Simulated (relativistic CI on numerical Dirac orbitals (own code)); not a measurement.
**Ni4+: M2,3 absorption edge**

Computed with this model: Dirac-Coulomb-Breit CI, orbitals from a KLI potential per configuration, model QED (radiative potential, 1s self-energy scaled to tabulated hydrogen-like ionisation energies), valence Slater integrals scaled by 0.8, multiplet model of core-to-valence dipole absorption; configurations [Ar] 3d6 → [Ne] 3s2 3p5 3d7; 300 K; Lorentzian 0.8 eV and Gaussian 0.3 eV FWHM. Energies are those of the free ion, without screening or charge transfer. The branching ratio is the share of the lower-energy edge in the whole absorption, uncertain by about 0.02 where the edges overlap. S is read from ⟨S²⟩ = S(S + 1).

Field parameters in Wybourne normalisation: D3d B²₀ = −7Dσ, B⁴₀ = −14Dq − 21Dτ, B⁴₃ = −14√(10/7) Dq; D4h B²₀ = −7Ds, B⁴₀ = 21(Dq − Dt), B⁴₄ = 21√(5/14) Dq. The field is a parameter set, without covalency.

free ion: ground-state S = 2.00, centroid 71.73 eV. Peaks (eV, height): 67.7 (38), 72.2 (63), 73.6 (100).

D3d, 10Dq = 13700, Dσ = 400, Dτ = -80 cm⁻¹: ground-state S = 2.00, centroid 71.98 eV. Peaks (eV, height): 66.3 (7), 69.1 (40), 73.2 (100), 74.8 (43).

D4h, 10Dq = 9250, Ds = -850, Dt = 1130 cm⁻¹: ground-state S = 2.00, centroid 72.07 eV. Peaks (eV, height): 69.0 (38), 73.6 (100).

D3d, 10Dq = 28850, Dσ = -1160, Dτ = 280 cm⁻¹: ground-state S = 0.02, centroid 79.30 eV. Peaks (eV, height): 72.1 (13), 73.9 (58), 75.5 (22), 77.6 (23), 79.4 (100), 86.9 (46).

D3d, 10Dq = 12950, Dσ = -30, Dτ = 130 cm⁻¹: ground-state S = 2.00, centroid 71.99 eV. Peaks (eV, height): 66.4 (7), 69.2 (40), 73.2 (100), 74.8 (41).

D4h, 10Dq = 20300, Ds = -990, Dt = -710 cm⁻¹: ground-state S = 0.05, centroid 78.83 eV. Peaks (eV, height): 70.7 (9), 72.8 (45), 74.1 (20), 75.9 (20), 78.2 (100), 84.6 (26), 85.8 (54).

Strongest unbroadened transitions for D3d, 10Dq = 28850, Dσ = -1160, Dτ = 280 cm⁻¹:

| Energy (eV) | Relative strength |
| --- | --- |
| 71.94 | 15.5 |
| 73.63 | 47.1 |
| 73.93 | 27.3 |
| 73.95 | 22.2 |
| 73.96 | 50.1 |
| 74.11 | 16.6 |
| 75.61 | 14.5 |
| 77.51 | 14.1 |
| 78.83 | 21.1 |
| 79.22 | 15.8 |
| 79.31 | 76.9 |
| 79.39 | 65.5 |
| 79.40 | 40.2 |
| 79.53 | 100.0 |
| 85.42 | 19.3 |
| 86.02 | 13.6 |
| 86.80 | 59.0 |
| 86.97 | 85.5 |
